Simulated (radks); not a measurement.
Problem. These are the eigenvalues of the occupied orbitals of an atom or ion with whole-number occupations (Ry). Calculated with a radial shooting solver on a logarithmic mesh with Libxc functionals: Dirac Kohn-Sham, PBE, spin-unpolarised, spherical densities, point nucleus.

orbital  eigenvalue
1s1/2     -2529.101
2s1/2     -397.3172
2p1/2     -373.5497
2p3/2     -349.6870
3s1/2     -84.87826
3p1/2     -75.00218
3p3/2     -70.46851
3d3/2     -53.09812
3d5/2     -52.13989
4s1/2     -18.97932
4p1/2     -15.47829
4p3/2     -14.57010
4d3/2      -8.89366
4d5/2      -8.74504
5s1/2      -5.41808
5p1/2      -4.45124
5p3/2      -4.30027

Which element is it, and in what charge state? The configuration may be excited. Open shells, if any, are shared by 2j + 1.

Solution. Z = 54, xenon, charge +5: Xe5+ in [Kr] 4d10 5s2 5p1. The list shows which subshells hold electrons but not how many an open one holds; the 1s level, -1264.6 hartree, gives Z - s = 50.3 by -(Z - s)^2/2, which with screening and relativity narrows Z to a few neighbours, and the depths of the outer levels then fix element, charge and occupations together.
